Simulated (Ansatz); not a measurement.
Reaction: CHNO (isocyanic acid, SMILES N=C=O) → NCO (SMILES [N]=C=O, doublet) + H (doublet) (the H-N bond breaks)
Each species at its own B3LYP-D3(BJ)/def2-TZVP minimum (Ansatz, a quantum-chemistry and plane-wave program).

Quantity: bond dissociation energy (electronic), in kcal/mol. UHF or UKS for unpaired electrons; spin-orbit terms are left out. CBS(X,Y): correlation extrapolated as X^-3, Hartree-Fock from the larger set (Q,5: extrapolated as (X+1)exp(-9√X)). A bracket is a step between two methods taken in the basis named. Functionals run without relativity, which enters their misses. Double hybrids freeze cores in their MP2 part. '+ core + X2C': CCSD(T) terms for core correlation (cc-pwCVTZ) and scalar relativity (cc-pVTZ-DK). Where a partner has so few electrons that a lower coupled-cluster level is exact, that level stands in. The UHF reference of CNO ([N]=C=O, doublet) is spin-contaminated (<S^2> up to 0.10 over the pure value in the sets run).

CCSD(T)/CBS(cc-pVQZ,cc-pV5Z) + [CCSDT(Q) - CCSD(T)]/cc-pVTZ + [CCSDTQ - CCSDT(Q)]/cc-pVDZ + core + X2C (Ansatz) gives 116.8 kcal/mol.

**Question.** How far off this value is PBE/def2-TZVPD (Ansatz), in which direction, and which of these levels come nearer: r2SCAN/def2-TZVPD, B3LYP/def2-TZVPD, wB97M-V/def2-TZVPD, B2PLYP/def2-TZVPD, CCSD(T)/CBS(cc-pVQZ,cc-pV5Z) + core + X2C?

**Answer.** PBE gives 114.2 kcal/mol, 2.6 kcal/mol below it. Differences of the others: r2SCAN/def2-TZVPD (Ansatz) -3.2; B3LYP/def2-TZVPD (Ansatz) -2.5; wB97M-V/def2-TZVPD (Ansatz) -1.0; B2PLYP/def2-TZVPD (Ansatz) -1.3; CCSD(T)/CBS(cc-pVQZ,cc-pV5Z) + core + X2C (Ansatz) 0.6 kcal/mol. Nearer than PBE: B3LYP/def2-TZVPD, wB97M-V/def2-TZVPD, B2PLYP/def2-TZVPD, CCSD(T)/CBS(cc-pVQZ,cc-pV5Z) + core + X2C.
